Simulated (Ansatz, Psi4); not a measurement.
Heat of formation of CuCl (cuprous chloride) from total energies

CuCl: 2 atoms, total charge 0, spin state singlet. SMILES: `[Cl][Cu]`. The shape is that of a PBE0-D4/def2-TZVP optimisation.

```xyz
2

Cl    0.8983   -0.3452    0.4464
Cu   -0.8688    0.2850   -0.4424
```

Total energies at CCSD(T)/cc-pVTZ, 10 core orbitals frozen (Psi4 1.11); the atoms run unrestricted:

```
species    state   energy (Eh)
   CuCl  singlet  -2099.564866
     Cl  doublet   -459.671808
     Cu  doublet  -1639.759131
```

Harmonic wavenumbers at BLYP/cc-pVTZ, in cm⁻¹: 393.

Measured heats of formation of the gaseous atoms at 298.15 K, in kJ/mol: Cl 121.3, Cu 337.6. Spin-orbit lowering of the atoms at 298 K (mean of the ground term's levels less their thermal mean, from spectra), in kJ/mol: Cl 3.44. Take 1 Eh = 2625.50 kJ/mol, 1 cm⁻¹ = 0.0119627 kJ/mol, RT = 2.479 kJ/mol.

Q: What heat of formation follows?

A: 
1. Electronic atomisation energy: (-459.671808) + (-1639.759131) − (-2099.564866) = 0.133927 Eh = 351.6 kJ/mol.
2. Zero-point energy: half the sum of the wavenumbers, 196.5 cm⁻¹ = 2.4 kJ/mol.
3. Thermal vibrational enthalpy, Σ hcν̃/(exp(hcν̃/kT) − 1): 0.8 kJ/mol. Translation, rotation and pV of a linear molecule: 3.5 RT = 8.7 kJ/mol.
4. The 2 free atoms carry 5/2 RT each: 12.4 kJ/mol.
5. Spin-orbit coupling lowers the free atoms by 3.44 = 3.4 kJ/mol.
6. Atomisation enthalpy at 298 K: 351.6 − 3.4 − 2.4 − 0.8 − 8.7 + 12.4 = 348.7 kJ/mol.
7. Sum of the atoms' heats of formation: 458.9 kJ/mol. Heat of formation: 458.9 − 348.7 = +110.2 kJ/mol.

The tabulated value is +91.1 kJ/mol (NIST-JANAF tables), so this level is off by +19.1 kJ/mol, or 5.2 % of the atomisation enthalpy that the table implies (367.8 kJ/mol). Coupled cluster needs large bases for atomisation: in a finite one the molecule is underbound. Relativity is left out. Anharmonicity and any spin-orbit splitting of the molecule are left out, and so is core correlation.
